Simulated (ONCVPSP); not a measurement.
## Which change was made? (W, ONCV)

ONCVPSP 4.0.1 input, shortened (lines: element, Z, core and valence counts, functional; n l f; lmax; l rc ep ncon nbas qcut; lloc lpopt rc5 dvloc0; l nproj debl; icmod fcfact rcfact), PBEsol, scalar-relativistic:

```
  W 74.00    9    5  -116133      upf
    1    0    2.00
    2    0    2.00
    2    1    6.00
    3    0    2.00
    3    1    6.00
    3    2   10.00
    4    0    2.00
    4    1    6.00
    4    2   10.00
    4    3   14.00
    5    0    2.00
    5    1    6.00
    5    2    4.00
    6    0    1.50
    3
    0    1.95    0.00    4    9    4.70
    1    2.00    0.00    4    7    8.50
    2    2.45    0.00    4    9    7.70
    3    1.05    0.00    4    8   15.40
    3    5    1.05    0.00
    0    2    2.50
    1    3    2.00
    2    2    3.90
    3    0    1.90
    0    0.00    0.00
```

Cutoffs, loose and tight: the cutoffs (Ha) at which the residual kinetic energy of the hardest occupied pseudo-wave falls to 1 and 0.1 mHa per electron. They do not see the model core or the augmentation charge, which bear on the density cutoff. Test errors are all-electron minus pseudo excitation energies from the reference, over the configurations 4f14 5s2 5p6 5d4 6s2; 4f14 5s2 5p6 5d4 6s1; 4f14 5s2 5p6 5d4 6s0; 4f14 5s2 5p6 5d4 6s1 6p1; variants that change the core or the reference have their own tests.

The base gives: outcome: generated; cutoff, loose: 111 Ha; cutoff, tight: 146 Ha; bound ghosts: s, p; GHOST(+) flags above zero: d; largest test error (meV): -14.

Question: After one change the result is: outcome: generated; cutoff, loose: 264 Ha; cutoff, tight: 402 Ha; bound ghosts: s, p, d; GHOST(+) flags above zero: s, p, d; largest test error (meV): -14. Which change was it?
A. f: qcut 21.3
B. f: qcut 11.1
C. f: qcut 14.2
D. f: qcut 12.8

Answer: B. The others give: f: qcut 21.3 → outcome: generated; cutoff, loose: 155 Ha; cutoff, tight: 172 Ha; bound ghosts: s, p; GHOST(+) flags above zero: d; largest test error (meV): -15 | f: qcut 12.8 → outcome: generated; cutoff, loose: 237 Ha; cutoff, tight: 315 Ha; bound ghosts: s; GHOST(+) flags above zero: p, d; largest test error (meV): -15 | f: qcut 14.2 → outcome: generated; cutoff, loose: 121 Ha; cutoff, tight: 247 Ha; bound ghosts: s; GHOST(+) flags above zero: p, d; largest test error (meV): -15.
